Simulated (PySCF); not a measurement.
# Xe: excitation energy

Xe [Xe] (1S) → Xe [Kr] 4d10 5s2 5p5 6s1 (3P), as a difference of total energies. Calculation: PySCF 2.14, in aug-cc-pwCVDZ-PP with ECP28MDF (6s5p4d1f, 48 functions); scalar relativity through the core potential. Correlated levels: valence: 4s2 4p6 4d10 frozen. The calculations carry no spin-orbit coupling.

```
           method  excitation energy (eV)
              UHF                   8.642
    MP2 (valence)                   8.900
SCS-MP2 (valence)                   8.933
   CCSD (valence)                   8.801
CCSD(T) (valence)                   8.797
```

How much does correlation contribute at CCSD(T) (valence)?

8.797 − (8.642) = 0.155 eV, measured against UHF.

The promoted electron is Rydberg-like, and one or two diffuse shells describe it only roughly, which tends to raise the upper state.
